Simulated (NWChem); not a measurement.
Molecule: boric acid (H$_{3}$BO$_{3}$); SMILES OB(O)O

```xyz
7

O     -0.9601     0.9994     0.0000
B     -0.0379     0.0018     0.0000
O      1.2931     0.3441     0.0000
O     -0.5147    -1.2776     0.0000
H     -0.5347     1.8615     0.0000
H      1.9080    -0.3925     0.0000
H      0.1585    -1.9602     0.0000
```
Atoms are numbered in this order, from 1.

Computed with NWChem. Pople sets run with spherical d functions. Geometry: optimised at PBE0/def2-SVP. GIAO values for the isolated, static molecule; σ is the absolute isotropic shielding.

```json
[
 {"level": "Hartree-Fock/6-31G*", "basis functions": "62", "σ O1 (ppm)": "281.2", "σ B2 (ppm)": "107.5", "σ O3 (ppm)": "278.6", "σ O4 (ppm)": "279.7", "σ H5 (ppm)": "29.81", "σ H6 (ppm)": "30.45", "σ H7 (ppm)": "30.58", "relative time": "1"},
 {"level": "Hartree-Fock/6-311G**", "basis functions": "90", "σ O1 (ppm)": "276.3", "σ B2 (ppm)": "99.3", "σ O3 (ppm)": "273.6", "σ O4 (ppm)": "275.0", "σ H5 (ppm)": "29.39", "σ H6 (ppm)": "29.99", "σ H7 (ppm)": "30.14", "relative time": "2"},
 {"level": "Hartree-Fock/def2-SVP", "basis functions": "71", "σ O1 (ppm)": "287.2", "σ B2 (ppm)": "104.3", "σ O3 (ppm)": "286.7", "σ O4 (ppm)": "288.0", "σ H5 (ppm)": "29.05", "σ H6 (ppm)": "29.74", "σ H7 (ppm)": "29.87", "relative time": "1"},
 {"level": "Hartree-Fock/def2-TZVP", "basis functions": "142", "σ O1 (ppm)": "269.7", "σ B2 (ppm)": "97.0", "σ O3 (ppm)": "267.7", "σ O4 (ppm)": "268.6", "σ H5 (ppm)": "29.40", "σ H6 (ppm)": "29.99", "σ H7 (ppm)": "30.15", "relative time": "9"},
 {"level": "Hartree-Fock/IGLO-II", "basis functions": "106", "σ O1 (ppm)": "274.1", "σ B2 (ppm)": "98.1", "σ O3 (ppm)": "271.2", "σ O4 (ppm)": "272.5", "σ H5 (ppm)": "29.48", "σ H6 (ppm)": "30.09", "σ H7 (ppm)": "30.22", "relative time": "3"},
 {"level": "Hartree-Fock/IGLO-III", "basis functions": "170", "σ O1 (ppm)": "267.7", "σ B2 (ppm)": "95.4", "σ O3 (ppm)": "265.6", "σ O4 (ppm)": "266.5", "σ H5 (ppm)": "29.13", "σ H6 (ppm)": "29.71", "σ H7 (ppm)": "29.85", "relative time": "20"},
 {"level": "Hartree-Fock/pcSseg-2", "basis functions": "186", "σ O1 (ppm)": "267.9", "σ B2 (ppm)": "94.7", "σ O3 (ppm)": "265.5", "σ O4 (ppm)": "266.6", "σ H5 (ppm)": "28.73", "σ H6 (ppm)": "29.33", "σ H7 (ppm)": "29.48", "relative time": "20"}
]
```

Relative times are rough (shared machine, one core).
